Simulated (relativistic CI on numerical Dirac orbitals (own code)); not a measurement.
Radial parameters of Ru XXVII

Method of calculation: Dirac-Coulomb-Breit CI, orbitals from a KLI potential per configuration, a model potential for QED, unscaled Slater integrals (own radial code, finite nucleus).

Slater integrals F^k, G^k are unscaled and averaged over j, outside the closed core [Ne]; ζ comes from projecting the Hamiltonian with its Breit term on Σ l·s of the shell.

- 3s²3p⁵3d: ζ(3p) = 153820, F^2(3p,3d) = 280220, G^1(3p,3d) = 302480, G^3(3p,3d) = 201200, ζ(3d) = 19286 cm⁻¹; <r>(3p) = 0.3556, <r^2>(3p) = 0.1458, <r>(3d) = 0.3185, <r^2>(3d) = 0.1177 (bohr units).
- 3s3p⁶3d: G^2(3s,3d) = 227240, ζ(3d) = 19453 cm⁻¹; <r>(3s) = 0.3645, <r^2>(3s) = 0.1512, <r>(3d) = 0.3188, <r^2>(3d) = 0.118 (bohr units).
- 3s²3p⁵4s: ζ(3p) = 156610, G^1(3p,4s) = 35424 cm⁻¹; <r>(3p) = 0.3527, <r^2>(3p) = 0.1435, <r>(4s) = 0.7039, <r^2>(4s) = 0.5565 (bohr units).

Averages of the first 10 configurations, taken without configuration mixing, which lowers the lowest level and can move excited configurations by several eV; other configurations of the list can lie among them:

| Configuration | Parity | States | Average energy above the lowest level (eV) |
| --- | --- | --- | --- |
| 3s²3p⁶ | even | 1 | 0.3 |
| 3s²3p⁵3d | odd | 60 | 141.9 |
| 3s3p⁶3d | even | 20 | 261.4 |
| 3s²3p⁵4s | odd | 12 | 669.8 |
| 3s²3p⁵4p | even | 36 | 712.4 |
| 3s²3p⁵4d | odd | 60 | 769.4 |
| 3s3p⁶4s | even | 4 | 790.3 |
| 3p⁶3d4p | odd | 60 | 1093.4 |
| 3p⁶3d² | even | 45 | 528.5 |
| 3p⁵3d³ | odd | 720 | 668.4 |
